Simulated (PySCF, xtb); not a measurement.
1-silylprop-2-en-1-one (C3H6OSi), SMILES C=CC(=O)[SiH3].

xtb 6.7.1 with GFN2-xTB at its own geometry gives an orbital gap of 1.96 eV and a dipole moment of 2.49 D.

Geometry optimised at ωB97X-D3(BJ)/def2-SVP. One conformer was computed; it need not be the lowest.

Question: What does B3LYP/def2-TZVP in PySCF give? (Estimate from the structure and the level; the computed values follow.)

Answer: gap 4.28 eV (levels -6.82 and -2.54 eV), dipole 2.45 D.
